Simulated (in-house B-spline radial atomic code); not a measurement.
Orbital energies and mean radii along the 14-electron series, configuration [Ne] 3s2 3p2. The effective charge is n√(-2ε), a non-relativistic measure. Computed with a B-spline radial code for spherical atoms: Dirac-Hartree-Fock, average of the configuration, finite nuclei.

```
  ion   Z  energy of 3p3/2 (Eh)  mean radius of 3p3/2 (bohr)  energy of 1s1/2 (Eh)  mean radius of 1s1/2 (bohr)  energy of 2s1/2 (Eh)  mean radius of 2s1/2 (bohr)  effective charge of 3p3/2
Xe40+  54               -106.56                      0.26842              -1368.76                     0.026636               -289.18                      0.11216                     43.795
Cs41+  55               -111.56                      0.26254              -1424.84                     0.026089               -302.27                      0.10973                     44.812
Ba42+  56               -116.68                      0.25691               -1482.2                      0.02556               -315.69                      0.10739                     45.829
La43+  57               -121.92                      0.25151              -1540.85                     0.025049               -329.44                      0.10513                     46.847
Ce44+  58               -127.28                      0.24632              -1600.81                     0.024554               -343.54                      0.10294                     47.865
Pr45+  59               -132.75                      0.24133              -1662.09                     0.024075               -357.97                      0.10083                     48.883
Nd46+  60               -138.35                      0.23653               -1724.7                     0.023611               -372.76                     0.098791                     49.902
Pm47+  61               -144.06                      0.23191              -1788.65                     0.023161                -387.9                     0.096816                     50.922
Sm48+  62               -149.89                      0.22746              -1853.97                     0.022725               -403.39                     0.094903                     51.942
Eu49+  63               -155.84                      0.22317              -1920.67                     0.022302               -419.25                      0.09305                     52.963
Gd50+  64               -161.91                      0.21904              -1988.76                      0.02189               -435.47                     0.091252                     53.985
Tb51+  65                -168.1                      0.21504              -2058.29                      0.02149               -452.07                     0.089508                     55.007
Dy52+  66               -174.41                      0.21118              -2129.22                     0.021102               -469.05                     0.087815                     56.029
Ho53+  67               -180.83                      0.20745              -2201.62                     0.020724               -486.41                      0.08617                     57.053
Er54+  68               -187.38                      0.20384              -2275.48                     0.020356               -504.16                     0.084571                     58.077
Tm55+  69               -194.06                      0.20035              -2350.84                     0.019997               -522.31                     0.083016                     59.102
Yb56+  70               -200.85                      0.19697               -2427.7                     0.019648               -540.86                     0.081503                     60.127
```

(1) How does the screening of 3p3/2 change?

Answers

(1) Z less the effective charge goes from 10.20 at Z = 54 to 9.87 at Z = 70.
